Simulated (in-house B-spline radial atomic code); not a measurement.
A fraction x of an electron is removed from 4d in Sb⁴⁺, starting from [Kr] 4d10 5s1 and keeping the highest spin. Level of theory: non-relativistic TPSS, spin-polarised, spherical fractional occupations, point nucleus; calculated with a radial B-spline atomic code at the basis-set limit.

```
   x  E(x) - E(0) (eV)  4d down level (eV)
   0            0.0000             -76.978
0.02            1.5433             -77.354
0.24           19.0173             -81.509
0.32                 ?                   ?
 0.4           32.3026             -84.561
 0.5           40.8547             -86.482
0.62           51.3714             -88.799
0.68                 ?                   ?
0.86           73.2429             -93.473
0.99           85.5603             -96.027
   1           86.5215             -96.224
```

(1) What belongs in the row x = 0.32?

(2) What belongs in the row x = 0.68?

(3) Check Janak's theorem between x = 0.02 and 0.24.

## Answers

(1) An energy change of 25.5989 eV; 4d down at -83.032 eV.

(2) An energy change of 56.7342 eV; 4d down at -89.962 eV.

(3) The slope of the energy is 79.43 eV; the orbital levels give 79.43 eV (-ε of the emptying orbital, averaged over the two points).
